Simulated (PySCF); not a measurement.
C5H7F, SMILES C1[C@@H](C)C=C1F. Atoms are numbered in the order given.

```xyz
13

C     -2.2338     0.1342     0.1992
C     -0.8310    -0.1378     0.7250
C      0.0589    -1.0672    -0.1026
C      0.9475    -0.0894    -0.3106
F      2.1043    -0.0277    -0.9586
C      0.2425     0.9880     0.4597
H     -2.7293     0.9322     0.7762
H     -2.8625    -0.7687     0.2667
H     -2.2020     0.4424    -0.8588
H     -0.8685    -0.4149     1.7934
H     -0.0200    -2.1142    -0.3962
H      0.7654     1.3645     1.3541
H     -0.1265     1.8414    -0.1324
```

Geometry: B3LYP-D3(BJ)/def2-SVP.

Two levels are set side by side: PBE/pcSseg-1 (PySCF) and B3LYP/pcSseg-1 (PySCF). GIAO shifts against CFCl3 (¹⁹F), TMS (¹H), TMS (¹³C) at the same level; non-relativistic, no solvent, atoms listed together averaged. Differences are taken from unrounded values.

```json
[
 {"quantity": "δ(¹³C) of C1 (ppm)", "B3LYP": "24.6"},
 {"quantity": "δ(¹³C) of C2 (ppm)", "B3LYP": "33.1"},
 {"quantity": "δ(¹³C) of C3 (ppm)", "B3LYP": "118.4"},
 {"quantity": "δ(¹³C) of C4 (ppm)", "B3LYP": "165.9"},
 {"quantity": "δ(¹⁹F) of F5 (ppm)", "B3LYP": "-87.1"},
 {"quantity": "δ(¹³C) of C6 (ppm)", "B3LYP": "45.8"},
 {"quantity": "δ(¹H) of H10 (ppm)", "B3LYP": "2.69"},
 {"quantity": "δ(¹H) of H11 (ppm)", "B3LYP": "5.25"}
]
```

### Question
What does PBE give, and how far is it from B3LYP? (Estimate from the structure and the level; the computed values follow.)

### Answer

| quantity | PBE | PBE minus B3LYP |
|---|---|---|
| δ(¹³C) of C1 (ppm) | 24.1 | -0.5 |
| δ(¹³C) of C2 (ppm) | 33.6 | 0.5 |
| δ(¹³C) of C3 (ppm) | 116.0 | -2.5 |
| δ(¹³C) of C4 (ppm) | 162.5 | -3.4 |
| δ(¹⁹F) of F5 (ppm) | -94.5 | -7.4 |
| δ(¹³C) of C6 (ppm) | 46.7 | 0.9 |
| δ(¹H) of H10 (ppm) | 2.77 | 0.08 |
| δ(¹H) of H11 (ppm) | 5.19 | -0.06 |

Rough cost on one machine, each run with all the roots and properties that it gave: B3LYP against PBE within a factor of 2.
